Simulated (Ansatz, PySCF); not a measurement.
The pair A = H2O (SMILES O) (first 3 atoms), B = CH4S (SMILES CS); geometry from B3LYP-D3(BJ)/def2-TZVP.
(charge 0, multiplicity 1):
```xyz
9

O     -0.03099     0.48259     0.03750
H     -0.75444     0.09814    -0.46915
H      0.77516     0.20624    -0.41158
C     -0.29542     0.84054     4.20208
S     -0.13580    -0.76545     3.35361
H     -1.20276     1.35780     3.89695
H     -0.35417     0.62543     5.26768
H      0.57243     1.47041     4.01760
H     -0.08294    -0.27840     2.09942
```

Cores are frozen in the correlated methods. CBS: X⁻³ extrapolation of the correlation energy, Hartree–Fock from the larger set. MP2 and its Hartree–Fock in aug-cc-pV(T+d)Z are density fitted.

Run with Ansatz (a quantum-chemistry and plane-wave program); PySCF for the dispersion terms. 

The monomers are drawn apart, rigid, along the line of their centres of mass. Counterpoise-corrected interaction energies (kcal/mol):

```
level                                                                 R = 4.567 Å  R = 5.446 Å
--------------------------------------------------------------------  -----------  -----------
PBE/def2-TZVPPD                                                           -1.2348      -0.5458
PBE-D3(BJ)/def2-TZVPPD                                                    -1.4742      -0.6350
wB97M-V/def2-TZVPPD                                                       -1.2888      -0.5913
MP2/CBS(aug-cc-pV(D+d)Z, aug-cc-pV(T+d)Z) + ΔCCSD(T)/aug-cc-pV(D+d)Z      -1.3285      -0.5920
```

R is the distance of the centres of mass. Find the local exponent m of E ∝ R⁻ᵐ between the two points.


m = ln(E₁/E₂)/ln(R₂/R₁): PBE/def2-TZVPPD 4.6; PBE-D3(BJ)/def2-TZVPPD 4.8; wB97M-V/def2-TZVPPD 4.4; MP2/CBS(aug-cc-pV(D+d)Z, aug-cc-pV(T+d)Z) + ΔCCSD(T)/aug-cc-pV(D+d)Z 4.6. For scale, two fixed dipoles give m = 3, dipole and quadrupole 4, quadrupoles 5, and dispersion or dipole-induced dipole 6 at long range; at these distances several terms mix, and what is left of overlap and damping shifts m, so it need not match one of them.
